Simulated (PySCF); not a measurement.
**Magnetisability: `C=C1CC(=C)C[C@@H]1[C@@H](C)O`, C9H14O**

Cartesian coordinates in Å; atom numbers follow the order of the lines, from 1:
```xyz
24

C    -2.9161   -1.0474   -1.1066
C    -1.8669   -0.3784   -0.6653
C    -1.5961    1.0835   -0.8911
C    -0.1966    1.3130   -0.3805
C     0.3402    2.4970   -0.1525
C     0.4581   -0.0335   -0.1614
C     1.5479   -0.0594    0.9224
C     1.9798   -1.4926    1.2452
O     2.6711    0.7136    0.5544
C    -0.7323   -0.9562    0.1329
H    -3.0422   -2.0992   -0.9129
H    -3.6955   -0.5681   -1.6742
H    -1.6698    1.3357   -1.9527
H    -2.3193    1.7083   -0.3618
H     1.3441    2.6060    0.2165
H    -0.2143    3.4038   -0.3306
H     0.9169   -0.3453   -1.1116
H     1.1681    0.4237    1.8293
H     2.8431   -1.4644    1.9060
H     1.1841   -2.0398    1.7399
H     2.2570   -2.0208    0.3337
H     3.0481    0.3387   -0.2500
H    -0.9803   -0.9003    1.1973
H    -0.5406   -1.9981   -0.1188
```

Method used: GIAO B3LYP/pcSseg-1 magnetisability, rotational g tensor and spin-rotation constants, non-relativistic, gas phase in PySCF 2.14.0. Geometry: GFN2-xTB.

**Question.** How diamagnetic is it, and how anisotropic?

**Answer.** Isotropic -1536 × 10⁻³⁰ J/T², or -92.5 × 10⁻⁶ cm³/mol; principal values -1677, -1503, -1427 × 10⁻³⁰ J/T², anisotropy 221 × 10⁻³⁰ J/T² (root of half the summed squared differences of the principal values). The susceptibility is in cgs units.

**Question.** Split it along the inertial axes a, b, c into diamagnetic and paramagnetic parts about the centre of mass, with the quadrupole moment.

**Answer.** 
```csv
axis,χ (10⁻⁶ cm³/mol),diamagnetic (10⁻⁶ cm³/mol),paramagnetic (10⁻⁶ cm³/mol),summed x² of all electrons (Å²),quadrupole Θ (D Å)
a,-89.8,-725.0,635.1,297.3,-4.17
b,-88.0,-1371.6,1283.6,144.9,+1.41
c,-99.6,-1875.8,1776.2,26.0,+2.76
```
Anisotropies 2χaa − χbb − χcc = +8.0 and 2χbb − χaa − χcc = +13.4 × 10⁻⁶ cm³/mol. Θ is traceless in Buckingham's convention.

**Question.** And the rotational g tensor?

**Answer.** 
```
axis  rotational constant (GHz)        g  nuclear part  electronic part
   a                     2.1607  -0.0200        0.6248          -0.6447
   b                     0.9813  -0.0114        0.5803          -0.5917
   c                     0.7048  -0.0046        0.5835          -0.5881
```
Asymmetric top; isotopes 12C, 1H, 16O; no vibrational averaging.
